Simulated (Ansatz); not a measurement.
**Ligand exchange: Sn(CH3)Cl3 + CClF3 → SnCl4 + C2H3F3**

Species: Sn(CH3)Cl3 (methyltin trichloride), singlet; CClF3 `FC(F)(F)Cl`, singlet; SnCl4 (tin tetrachloride) `[Cl][Sn]([Cl])([Cl])[Cl]`, singlet; C2H3F3 (1,1,1-trifluoroethane) `CC(F)(F)F`, singlet. The partners trade CH3 for Cl: Sn–CH3 and C–Cl bonds give way to Sn–Cl and C–CH3.

Shapes, held fixed at every level: PBE0-D4/def2-TZVP. Programs: Ansatz 0.2.0. Electronic energies: no zero-point or thermal term.

```json
{"level": "HF/def2-TZVPP", "kind": "Hartree–Fock", "ΔE (kJ/mol)": "-156.9", "less CCSD(T)/def2-TZVPP": "-26.4", "CPU time (sum over the molecules)": "–"}
{"level": "PBE-D4/def2-TZVPP", "kind": "GGA", "ΔE (kJ/mol)": "-121.5", "less CCSD(T)/def2-TZVPP": "+9.0", "CPU time (sum over the molecules)": "25 s"}
{"level": "r2SCAN-D4/def2-TZVPP", "kind": "meta-GGA", "ΔE (kJ/mol)": "-130.2", "less CCSD(T)/def2-TZVPP": "+0.3", "CPU time (sum over the molecules)": "46 s"}
{"level": "BHLYP-D4/def2-TZVPP", "kind": "global hybrid", "ΔE (kJ/mol)": "-144.9", "less CCSD(T)/def2-TZVPP": "-14.4", "CPU time (sum over the molecules)": "43 s"}
{"level": "r2SCAN0-D4/def2-TZVPP", "kind": "global hybrid", "ΔE (kJ/mol)": "-135.1", "less CCSD(T)/def2-TZVPP": "-4.6", "CPU time (sum over the molecules)": "60 s"}
{"level": "wB97X-V/def2-TZVPP", "kind": "range-separated hybrid", "ΔE (kJ/mol)": "-133.1", "less CCSD(T)/def2-TZVPP": "-2.6", "CPU time (sum over the molecules)": "81 s"}
{"level": "MP2/def2-SVP", "kind": "perturbation theory", "ΔE (kJ/mol)": "-142.5", "less CCSD(T)/def2-TZVPP": "-12.0", "CPU time (sum over the molecules)": "–"}
{"level": "CCSD(T)/def2-TZVPP", "kind": "coupled cluster or CI", "ΔE (kJ/mol)": "-130.5", "less CCSD(T)/def2-TZVPP": "0.0", "CPU time (sum over the molecules)": "11 min"}
```

The highest level, CCSD(T)/def2-TZVPP, gives ΔE = -130.5 kJ/mol; the levels span -156.9 to -121.5. The column of differences is taken from that level and isn't an error. No measured value is set beside it here. For atoms past krypton def2 sets carry core potentials with scalar relativity. Outer-core shells of Sn are correlated, in sets that cover them unevenly. Times are processor times on shared x86 and Arm servers, and rough.
